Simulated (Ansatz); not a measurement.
Molecule: bromosilane, sum formula SiH3Br, net charge 0, singlet state. 
Coordinates optimised at B3LYP-D3(BJ)/def2-TZVP (Ansatz, a quantum-chemistry and plane-wave program):
SMILES: [SiH3]Br
```xyz
5

Si    -1.4775    -0.0217     0.0219
Br     0.7574     0.0111    -0.0112
H     -1.9632     1.3690    -0.0622
H     -1.9472    -0.8065    -1.1360
H     -1.9135    -0.6482     1.2847
```
Charge 0, spin multiplicity 1.

Wanted: vertical ionisation energy (to the doublet state of charge +1; each state is the SCF solution reached for its spin; the molecule has degenerate orbitals, so one determinant may break the symmetry), in eV. Cores are frozen in the correlated levels unless marked. UHF or UKS for open shells. Spin-orbit coupling is left out. Frozen are the shells of the preceding noble gas and the d and f shells that filled before the atom's block. Non-relativistic. CBS(X,Y): correlation extrapolated as X^-3; Hartree-Fock from the larger set.

CCSD(T)/CBS(def2-TZVPPD,def2-QZVPPD) (Ansatz) gives 11.13 eV.

Task: Another calculation gave 10.88 eV. Which level was it?
A) PBE/def2-TZVPD (Ansatz)
B) wB97X-V/def2-TZVPD (Ansatz)
C) BHLYP/def2-TZVPD (Ansatz)
D) SVWN5/def2-TZVPD (Ansatz)

Result: C, BHLYP/def2-TZVPD (Ansatz). The others give 11.00 (wB97X-V), 10.61 (PBE), 10.75 (SVWN5) eV.
